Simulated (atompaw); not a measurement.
lanthanum (La): one change to a PAW (atompaw) potential, before and after

```json
{"Element": "La (Z = 57)", "Generator": "atompaw 4.2.0.5", "Type": "PAW", "Functional": "PBE", "Relativity": "scalar-relativistic", "Frozen core": "[Kr] 4d10", "Valence charge": "11", "Reference configuration": "4f0 5s2 5p6 5d1 6s0 6p0 (charge +2)", "Partial waves": "5s (bound); 6s (bound, empty); 5p (bound); 6p (bound, empty); 5d (bound); 5d channel at 0.7 Ry; 4f (bound, empty); 4f channel at 0.05 Ry", "Local potential": "bessel scheme, radius 2.30 bohr", "Core correction": "smooth core density matched at 2.20 bohr", "Augmentation charge": "sinc compensation charge, radius 2.55 bohr; PAW radius 3.00 bohr; waves and projectors: bloechl"}
```

Change: local potential bessel scheme, radius 1.58 bohr.

Cutoffs: the cutoffs (Ry, on a coarse ladder) from which the occupation-weighted sum of valence levels, in a spherical-Bessel basis at the reference potential, stays within 10 and 1 mRy of its value at 400 Ry; they do not see the model core or the augmentation charge, which bear on the density cutoff.

Question: What does the change do?

Answer: The potential gets harder (15 Ry and 18 Ry → 21 Ry and 25 Ry); the range in which the s phases agree narrows (upper end 2.8 → 0.8); the range in which the p phases agree narrows (upper end 4.9 → 3.2); neither file shows a bound ghost.

```tsv
quantity	base	changed
cutoff, loose	15 Ry	21 Ry
cutoff, tight	18 Ry	25 Ry
loose cutoff by channel (10 mRy a level)	s 8 Ry, p 10 Ry, d 10 Ry	s 12 Ry, p 15 Ry, d 15 Ry
bound ghosts	none	none
s: phases at 3.00 bohr within 0.05 rad from the reference energy up to (Ry; the scan ends near 5)	2.8	0.8
p: phases at 3.00 bohr within 0.05 rad from the reference energy up to (Ry; the scan ends near 5)	4.9	3.2
d: phases at 3.00 bohr within 0.05 rad from the reference energy up to (Ry; the scan ends near 5)	to the end of the scan	to the end of the scan
f: phases at 3.00 bohr within 0.05 rad from the reference energy up to (Ry; the scan ends near 5)	2.9	3.0
lowest overlap eigenvalue by channel	s 0.41, p 0.61, d 0.84, f 1.00	s 0.33, p 0.57, d 0.74, f 1.00
```

 The cutoffs see the waves, projectors and local potential, not the compensation charge or the core.
